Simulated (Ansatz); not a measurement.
Mulliken charges of `[F][Ga@H-]1[SH+][Ga@@H-]([F])[SH+]1` from ωB97M-V/def2-TZVPP in Ansatz (PBE0-D4/def2-TZVP geometry).

| atom | x (Å) | y (Å) | z (Å) | charge (e) |
| --- | --- | --- | --- | --- |
| F1 | -2.024 | 0.275 | -1.600 | -0.396 |
| Ga2 | -0.414 | 0.928 | -1.288 | 0.481 |
| S3 | 0.922 | -1.042 | -1.130 | -0.248 |
| Ga4 | 1.038 | -0.493 | 1.189 | 0.481 |
| F5 | 0.043 | -1.750 | 1.930 | -0.396 |
| S6 | -0.471 | 1.350 | 1.058 | -0.248 |
| H7 | 0.233 | 2.064 | -2.120 | -0.010 |
| H8 | -0.167 | -1.810 | -0.933 | 0.172 |
| H9 | 2.458 | -0.114 | 1.679 | -0.010 |
| H10 | -1.535 | 0.540 | 1.217 | 0.172 |

Problem. By hand: the dipole of these point charges (1 e Å = 4.8032 D).

Solution. Σ q r = (0.653, 0.479, -0.107) e Å, of length 0.817 e Å = 3.92 D.

Problem. How does the dipole of the full density compare? (Best estimate.)

Solution. Computed: (0.368, 0.270, -0.061) e Å, 2.21 D; the point charges give 1.77 times that, at 0° from its direction.

Point charges leave out the atoms' own dipoles, such as those of lone pairs, and Mulliken's split depends on the basis, so the two needn't agree.
